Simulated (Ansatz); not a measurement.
Basis sets compared for SiB3. Charge 0, multiplicity 2. Geometry r2SCAN-D4/def2-TZVP. Ansatz on 4 threads of Arm Neoverse V1 on a shared host; times are rough, and most runs start from earlier orbitals.

```tsv
atom	x (Å)	y (Å)	z (Å)
B1	0.204	-0.797	0.522
B2	-0.559	-0.866	-0.811
B3	-0.303	0.643	-0.667
Si4	0.658	1.020	0.955
```

At r2SCAN-D4/def2-TZVP, r2SCAN-D4/def2-TZVPD the charge 0 doublet is spin-contaminated (final ⟨S²⟩ up to 0.83, 0.75 for a pure state). The structure comes from a short search, and lower isomers may exist.

Binding counts from free atoms (B doublet, Si triplet) in the same basis, without a counterpoise term.

```json
{"level": "PBE-D4/def2-SVP", "functions": "60", "energy (Eh)": "-363.4106", "HOMO (eV)": "-5.72", "LUMO (eV)": "-4.71", "binding per atom (eV)": "3.69", "wall time": "0.65 s"}
{"level": "PBE-D4/def2-TZVP", "functions": "130", "energy (Eh)": "-363.5893", "HOMO (eV)": "-5.74", "LUMO (eV)": "-4.71", "binding per atom (eV)": "3.65", "wall time": "1.4 s"}
{"level": "r2SCAN-D4/def2-TZVP (with forces)", "functions": "130", "energy (Eh)": "-363.7701", "HOMO (eV)": "-6.06", "LUMO (eV)": "-4.56", "binding per atom (eV)": "3.53", "wall time": "7 s"}
{"level": "PBE0-D4/def2-SVP", "functions": "60", "energy (Eh)": "-363.4376", "HOMO (eV)": "-6.74", "LUMO (eV)": "-3.97", "binding per atom (eV)": "3.52", "wall time": "0.75 s"}
{"level": "PBE0-D4/def2-TZVP", "functions": "130", "energy (Eh)": "-363.6153", "HOMO (eV)": "-6.73", "LUMO (eV)": "-3.94", "binding per atom (eV)": "3.48", "wall time": "2.2 s"}
```

Question: Estimate the rows for PBE-D4/def2-TZVPD, r2SCAN-D4/def2-TZVPD, PBE0-D4/def2-TZVPD.

Answer: 
| level | functions | energy (Eh) | HOMO (eV) | LUMO (eV) | binding per atom (eV) | wall time |
| --- | --- | --- | --- | --- | --- | --- |
| PBE-D4/def2-TZVPD | 154 | -363.5896 | -5.74 | -4.72 | 3.65 | 2.2 s |
| r2SCAN-D4/def2-TZVPD | 154 | -363.7703 | -6.06 | -4.56 | 3.53 | 8.5 s |
| PBE0-D4/def2-TZVPD | 154 | -363.6156 | -6.73 | -3.94 | 3.48 | 4.7 s |
